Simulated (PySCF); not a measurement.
# XPS shifts beside NMR shieldings

C5H12S2Si.
Z-matrix (Å and degrees, PBE0-D3(BJ)/def2-SVP geometry), rows numbered from 1:
```
Si
S   1  2.1441
C   2  1.8513  1  101.32
C   3  1.5246  2  114.28  1    56.08
C   4  1.5232  3  113.97  2    63.08
C   5  1.5257  4  113.00  3    58.95
C   6  1.5200  5  112.81  4   -58.29
S   3  1.8121  2  108.26  1  -178.67
H   1  1.4961  2  109.91  3    45.39
H   1  1.4955  2  113.61  3   -76.03
H   1  1.4910  2  105.61  3   164.41
H   3  1.1005  2  107.10  1   -66.47
H   4  1.1035  3  106.90  2  -175.11
H   4  1.1044  3  109.53  2   -60.45
H   5  1.1037  4  108.84  3   -62.85
H   5  1.1012  4  109.08  3  -178.76
H   6  1.1037  5  109.76  4    63.41
H   6  1.1032  5  109.53  4  -179.62
H   7  1.1004  6  111.56  5   177.97
H   7  1.1025  6  111.14  5   -62.01
```

Binding energies: PySCF 2.14.0, delta-SCF UKS SCAN, pcX-2 on the ionised atom, pcseg-1 elsewhere, spin-free X2C. Shieldings: GIAO KT2/pcSseg-1, non-relativistic, same geometry.

| atom | isotropic shielding (ppm) |
| --- | --- |
| C3 | 123.9 |
| C4 | 144.6 |
| C5 | 161.4 |
| C6 | 151.8 |
| C7 | 151.5 |

Problem. What are the C 1s binding energies of these atoms?

Solution. 
```csv
atom,environment,C 1s (eV),isotropic shielding (ppm)
C5,ring CH2 carbon,290.63,161.4
C6,ring CH2 carbon,290.69,151.8
C4,ring CH2 carbon,290.78,144.6
C7,sp3 carbon bound to sulfur,291.03,151.5
C3,sp3 carbon bound to sulfur,291.65,123.9
```

Problem. Among the listed atoms, is the one with the highest binding energy also the least shielded?

Solution. Yes: C3 has both (291.65 eV, 123.9 ppm).

By binding energy: C5 < C6 < C4 < C7 < C3. By shielding: C3 < C4 < C7 ≈ C6 < C5.

Geometry: PBE0-D3(BJ)/def2-SVP, one conformer, isolated molecule.
